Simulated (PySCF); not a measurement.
Cost of response and excited-state runs on `InChI=1S/C4H5BrS2/c1-3-6-7-4(2)5/h3H,1-2H2`

Cartesian coordinates in Å; atom numbers follow the order of the lines, from 1:
```xyz
12

C    -2.8318   -0.7874    0.7331
C    -1.6926   -0.2040    0.3423
S    -0.3908   -1.2299   -0.2507
S     0.5795   -0.1383   -1.6979
C     1.7592    0.7742   -0.7121
C     2.8056    0.2115   -0.1380
Br    1.4049    2.6436   -0.5402
H    -3.3220   -0.5047    1.6514
H    -3.3158   -1.5479    0.1431
H    -1.4797    0.8547    0.3702
H     2.9895   -0.8428   -0.2561
H     3.4966    0.7735    0.4669
```

PySCF with density fitting, on 1 thread of an Arm Neoverse V1, shared host. Command: `OMP_NUM_THREADS=1 python excited_run.py task.json out`

(1) How long does this run take, and how much memory?
- open-shell absorption, PBE50/def2-SVP; 8 states; spin flip; reference multiplicity 3

Results:

(1) 
| run | level | basis functions | wall time | peak memory (GiB) |
| --- | --- | --- | --- | --- |
| open-shell absorption | PBE50/def2-SVP | 149 | 23 s | 0.59 |

Times from a shared host are rough.
